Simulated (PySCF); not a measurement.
# SnO(OH)2, singlet: molecular constants

Level of theory: PBE0/[Sn def2-TZVP with ECP28, O def2-TZVP, H def2-TZVP], scalar-relativistic core potentials, density fitting, no spin–orbit coupling, PySCF.

The structure is a minimum.

Coordinates in bohr (charge 0 multiplicity 1):
```
Sn    0.0000    0.0000    0.1487
O     0.0000    0.0000    3.5945
O     2.7199   -0.5414   -2.2443
O    -2.7199    0.5414   -2.2443
H     4.3035   -0.8566   -1.4058
H    -4.3035    0.8566   -1.4058
```

| Quantity | Value |
| --- | --- |
| Point group | C2v |
| Bond lengths | O–H 0.963 Å (×2), Sn–O 1.823 Å, Sn–O 1.938 Å (×2) |
| Bond angles | H–O–Sn 111.8° (×2), O–Sn–O 98.4°, O–Sn–O 130.8° (×2) |
| Lowest empty level | -2.63 eV |
| Zero-point energy | 76.4 kJ/mol |
| Principal polarisabilities | 31.8, 47.8, 53.9 bohr³ |
| Highest occupied level | -7.96 eV |
| Heat capacity Cp at 298.15 K | 85.1 J/(mol K) |
| Dipole moment | 1.24 D |
| Principal quadrupole moments (Buckingham, traceless) about the centre of mass | -20.98, 5.90, 15.09 D Å |
| Enthalpy at 298.15 K above 0 K | 18.04 kJ/mol |
| Rotational symmetry number | 2 |
| Rotational constants | 0.2113, 0.1608, 0.09131 cm⁻¹ |
| Entropy at 298.15 K and 1 bar | 322.8 J/(mol K) |
| Atomisation energy without zero-point energy | 1871 kJ/mol |

Harmonic modes (masses in u: Sn 119.902, O 15.995, H 1.008):
| symmetry | ω (cm⁻¹) | IR (km/mol) |
| --- | --- | --- |
| b2 | 139 | 61.4 |
| b1 | 155 | 34.8 |
| a1 | 178 | 1.1 |
| a2 | 319 | 0.0 |
| b1 | 362 | 204 |
| a1 | 647 | 40.6 |
| b2 | 649 | 105 |
| a1 | 834 | 62.0 |
| b2 | 857 | 34.7 |
| a1 | 904 | 123 |
| b2 | 3864 | 197 |
| a1 | 3865 | 1.0 |

In C2v the vibrations span 4b2 + 2b1 + 5a1 + a2. Here b1 is antisymmetric to the molecular plane and b2 lies in it. The a2 mode carries no infrared intensity, as symmetry demands.

Charges (e):
```
atom  Mulliken  Löwdin  polar tensor  Mayer order to Sn1
 Sn1      1.21    0.69          1.68                   –
  O2     -0.61   -0.44         -0.71                1.81
O3,4     -0.63   -0.29         -0.75                0.99
H5,6      0.33    0.17          0.26                0.02
```
Other Mayer orders above 0.3: O–H 0.88 (×2).

Mulliken populations on Sn1 (electrons outside its core potential): s 3.07, p 7.22, d 10.37, f 0.13.

Outer orbital energies (eV). occupied: -13.60, -12.23, -10.90, -10.45, -9.78, -9.41, -8.16, -7.96; empty: -2.63, -1.48, 0.08, 1.41.

This need not be the most stable arrangement of these atoms. At this level a singlet minimum of Cs symmetry lies 3 kJ/mol below this structure.

The final relaxation and frequency run took 93 s on 4 threads of a shared Arm Neoverse V2 host, with 155 basis functions and 20 gradients; the process peaked at 2 GiB. Launch command: `OMP_NUM_THREADS=4 python axn.py task.json out`.
